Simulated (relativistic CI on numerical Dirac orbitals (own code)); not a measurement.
# Te XXX: sensitivity of the levels to the model

Base calculation: Dirac-Coulomb-Breit CI, separate exchange-only KLI orbitals for each configuration, QED by a radiative potential, unscaled Slater integrals.

Configurations in the expansion (outside the closed core [Ne]): 3s²3p⁶3d⁵, 3s²3p⁵3d⁶, 3s²3p⁴3d⁷, 3s3p⁶3d⁶, 3p⁶3d⁷, 3s3p⁵3d⁷, 3s²3p⁶3d⁴4s, 3s²3p⁶3d⁴4p, 3s²3p⁶3d⁴4d, 3s²3p⁵3d⁵4s, 3s²3p⁶3d⁴4f, 3s²3p⁶3d³4s², 3s3p⁶3d⁵4s, 3p⁶3d⁶4s, 3s²3p⁶3d⁴5s, 3s²3p⁶3d³4p². Levels of other configurations are missing.

The lowest level and the first level of each name with at least 55 % of one term (blank where a level has no safe partner in the second run):

| Level | Base (cm⁻¹) | Shift (cm⁻¹) |
| --- | --- | --- |
| 3s²3p⁶3d⁵ ⁶S5/2 | 0 | 0 |
| 3s²3p⁶3d⁵ ⁴G11/2 | 150435 | -3288 |
| 3s²3p⁶3d⁵ ⁴G9/2 | 163961 | -2121 |
| 3s²3p⁶3d⁵ ⁴P1/2 | 171247 | +6747 |
| 3s²3p⁶3d⁵ ²I11/2 | 236508 | -6674 |
| 3s²3p⁶3d⁵ ⁴D1/2 | 243901 | +3712 |
| 3s²3p⁶3d⁵ ²I13/2 | 261253 | -8786 |
| 3s²3p⁶3d⁵ ²G7/2 | 311595 | +2146 |
| 3s²3p⁶3d⁵ ²S1/2 | 351804 | +10266 |
| 3s²3p⁶3d⁵ ²H11/2 | 376427 | -2355 |
| 3s²3p⁶3d⁵ ²P3/2 | 484692 | +14150 |
| 3s²3p⁶3d⁵ ²P1/2 | 531015 | +13307 |
| 3s²3p⁵3d⁶ ⁶F°11/2 | 1603309 |  |
| 3s²3p⁵3d⁶ ⁶F°9/2 | 1685697 |  |
| 3s²3p⁵3d⁶ ⁴H°13/2 | 1745168 |  |
| 3s²3p⁵3d⁶ ⁴I°15/2 | 1793557 |  |

At this charge energies of transitions that change n are usually good to better than 1 %, and those within a shell (Δn = 0) to a few per cent. Terms inside the open d or f shell come out 10 to 20 % too wide with unscaled integrals.

(1) One thing was changed in a second run, which moved the levels as shown. Which?
A. QED terms removed
B. P86 correlation estimate
C. only the first configuration
D. Breit term removed

## Answers

(1) C. Only the first configuration. With fewer configurations the levels that remain lose their mixing partners.

LS names give the leading component of a level, which can be under half, so a name can repeat, a term be missing and a line seem to break the LS rules.
